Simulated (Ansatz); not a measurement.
CH7ClOSi2 can be A, `O[SiH]([SiH3])CCl`, or B, `C[SiH2]O[SiH2]Cl`.

Computed with Ansatz on PBE0-D4/def2-TZVP structures; ΔE is electronic, products minus reactants. CCSD(T)/CBS adds triple-zeta CCSD(T) − MP2 to the extrapolated MP2 energy (def2 sets, frozen cores). DFT in def2-TZVPP. B3LYP here is the variant with VWN-RPA as its local correlation; programs differ in this. One conformer a species, not always the lowest.

A:

```xyz
12

O    -1.282    1.480    0.169
Si   -0.604    0.029   -0.216
Si    1.335    0.479   -1.451
C    -0.192   -0.917    1.364
Cl   -1.684   -1.018    2.352
H    -2.019    1.446    0.785
H    -1.546   -0.835   -0.983
H     2.295    1.279   -0.643
H     1.009    1.220   -2.697
H     1.987   -0.809   -1.818
H     0.139   -1.938    1.166
H     0.561   -0.415    1.972
```

B:

Z-matrix (Å, degrees):
```
C
Si 1 1.856
H 1 1.092 2 110.9
H 1 1.092 2 110.8 3 120.4
H 1 1.093 2 110.2 3 -119.8
O 2 1.650 1 110.5 3 -59.0
H 2 1.488 1 110.7 3 -179.5
H 2 1.484 1 111.3 3 59.1
Si 6 1.616 2 144.9 1 -78.0
Cl 9 2.058 6 110.3 2 44.9
H 9 1.479 6 110.9 2 -73.1
H 9 1.476 6 109.0 2 162.8
```

(1) Which isomer does CCSD(T)/CBS put lower? Give the gap. (Best estimate.)

(2) Give E(B) − E(A) in kcal/mol with PBE0-D4, B2PLYP, CCSD(T)/def2-TZVPP, r2SCAN-D4, MP2/def2-TZVPP, HF/def2-TZVPP, B3LYP-D4. (Best estimate.)

Largest T1 diagnostic: 0.011.

Answers

(1) Computed: B, by 70.5 kcal/mol.

(2) Computed: PBE0-D4 -66.0, B2PLYP -71.5, CCSD(T)/def2-TZVPP -70.0, r2SCAN-D4 -69.6, MP2/def2-TZVPP -73.3, HF/def2-TZVPP -77.9, B3LYP-D4 -69.7. None reverses the order clearly.

From PBE to PBE0 (25 % exact exchange), in def2-TZVPP and without D4, E(B) − E(A) moves by −3.5 kcal/mol. In def2-TZVPP, CCSD(T) changes the Hartree–Fock value by +7.9 kcal/mol (the triples alone add +1.3 kcal/mol) and MP2 by +4.6 kcal/mol.
